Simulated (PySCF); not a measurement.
H4O2S2Si. Atoms are numbered in the order given.

```xyz
9

O      1.5017    -0.8706     0.7635
Si     0.1780    -0.3266    -0.0633
O     -0.1518    -1.4857    -1.2023
S     -1.6172    -0.0924     1.0924
S      0.6951     1.6105    -0.8088
H      1.5138    -1.8174     0.9559
H     -0.8716    -1.3118    -1.8206
H     -1.1648     0.9935     1.7606
H      1.9862     1.2702    -1.0366
```
Charge 0, spin multiplicity 1.

Geometry: B3LYP-D3(BJ)/def2-SVP. One conformer was computed; it need not be the lowest.

The numbers are results of PBE0/pcSseg-1 run with PySCF, not measurements.

GIAO shieldings, no solvent; atoms listed in one row are averaged. δ = σ(ref) − σ: ¹⁷O against H2O (σ = 334.2 ppm); ²⁹Si against TMS (σ = 352.7 ppm); ³³S against H2S (σ = 716.7 ppm); ¹H against TMS (σ = 31.56 ppm), references at their B3LYP-D3(BJ)/def2-TZVP geometries, non-relativistic.

```csv
nucleus,atoms,count,δ (ppm)
¹⁷O,O3,1,84.0
¹⁷O,O1,1,80.6
²⁹Si,Si2,1,1.9
³³S,S4,1,61.6
³³S,S5,1,48.2
¹H,H6,1,2.63
¹H,H7,1,2.29
¹H,H9,1,1.99
¹H,H8,1,1.60
```
